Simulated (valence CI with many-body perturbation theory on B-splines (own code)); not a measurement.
**Pm²¹⁺ in brief**

Computed by configuration interaction combined with many-body perturbation theory (CI+MBPT): four valence electrons over a frozen Dirac-Fock core [Kr], radial functions for each j: 9 s, 9 p, 10 d, 8 f, 5 g, 3 h, 1 i, with the one-electron correlation potential Σ1, the two-electron term Σ2, the three-electron term Σ3, Breit, model QED; selected CI, second order for the rest (own B-spline code, finite nucleus).

No measured levels were compared; by estimate terms of the open shell hold to 2 to 4 % of their energy, and close levels can change places. Only levels of the ground parity were solved; by the run's estimate the other parity begins above the list, which can be wrong where configurations are misplaced.

Levels are named by their leading jj configuration (3d3/2^4 stands for four electrons in 3d with j = 3/2), which in mixed levels can hold well under half, so a name can repeat and another be missing.

Rates and lifetimes use the calculated energies. Strong lines usually hold to 10 to 20 %, long lifetimes can be off by a factor of two.

(1) What is the ground level?

(2) How well does LS coupling describe the low levels?

(3) What is the ionisation energy?

## Answers

(1) (4d3/2^4) J=0, composition 47 % 4d⁴ ³P + 46 % 4d⁴ ⁵D + 7 % 4d⁴ ¹S.

(2) Among the lowest 20 levels the leading LS term, summed over configurations, holds 55 % on average. For single configurations the figures are 55 % in LS and 80 % in jj coupling. Terms mix most in the J = 4 level at 54448 cm⁻¹, where the leading one holds 31 %.

(3) 652.4 eV; NIST lists 651 ± 4 eV (theoretical).
